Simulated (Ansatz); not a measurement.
This geometry of Cl2GaH + H2 (6 atoms, charge 0, multiplicity 1) is a first-order saddle point.

These are results of RKS LDA/def2-SVP (Ansatz 0.2.0), not measurements.

```xyz
6
Properties=species:S:1:pos:R:3
Ga -0.020 -0.404 -0.110
Cl -0.128 0.058 2.311
H 1.359 0.066 -0.633
Cl -1.887 0.187 -0.941
H -0.160 -1.908 0.594
H -0.186 -1.253 1.617
```

**Question.** Which two structures does it join? (They come from a converged band through this point; their orientation in space is the band's.)

**Answer.** Bonds broken: H5–H6. Bonds formed: Ga1–H5, Cl2–H6. Cl2GaH + H2 becomes Cl2GaH3.

First end point:

```xyz
6
Properties=species:S:1:pos:R:3
Ga -0.013 0.089 0.197
Cl -0.091 0.678 2.248
H 1.329 -0.124 -0.547
Cl -1.878 0.147 -0.822
H -0.222 -2.177 0.519
H -0.149 -1.868 1.244
```

Last end point:

```xyz
6
Properties=species:S:1:pos:R:3
Ga 0.385 -0.893 0.036
Cl -0.098 -0.008 2.231
H 1.346 0.135 -0.622
Cl -1.797 -0.166 -0.276
H 0.372 -2.438 0.200
H -1.232 0.115 1.269
```

**Question.** How far does it lie above each of them?

**Answer.** 0.83 eV above the first and 0.40 eV above the second. This is the barrier of this one path; another mechanism may lie lower. The orbitals stay closed-shell, which can raise the energy where a bond breaks towards radicals; this wasn't checked here.

The run took 100 s on 1 thread of Arm Neoverse V1, with other jobs on the host, peak memory 0.12 GiB.
